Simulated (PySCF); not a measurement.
# Indium: highly charged ions in a basis for the neutral atom

In¹⁸⁺ [Ar] 3d10 4s2 4p1, In¹⁹⁺ [Ar] 3d10 4s2. All numbers are calculated (PySCF 2.14, scalar relativity through the core potential, in def2-TZVP with the def2 core potential (28 electrons) (6s5p3d2f, 50 functions)). No spin-orbit coupling, so a gap to NIST mixes the basis error with missing relativistic terms.

Changed run: basis of the neutral atom used for a highly charged ion. This setting is unsound on purpose.

```csv
species,method,sound run (hartree),changed run (hartree),converged
In¹⁸⁺,UHF,not run,-59.66355,yes
In¹⁸⁺,M06-L,not run,-59.90108,yes
In¹⁸⁺,PBE,not run,-59.83495,yes
In¹⁹⁺,UHF,not run,-42.14500,yes
In¹⁹⁺,M06-L,not run,-42.42465,yes
In¹⁹⁺,PBE,not run,-42.28086,yes
```

Ionisation energy of In¹⁸⁺:

```
method  changed run (eV)    NIST (eV)
   UHF            476.70  497.1 ± 0.3
 M06-L            475.56  497.1 ± 0.3
   PBE            477.67  497.1 ± 0.3
```

The contracted functions were made for the neutral atom and can be too rigid for a highly charged ion.
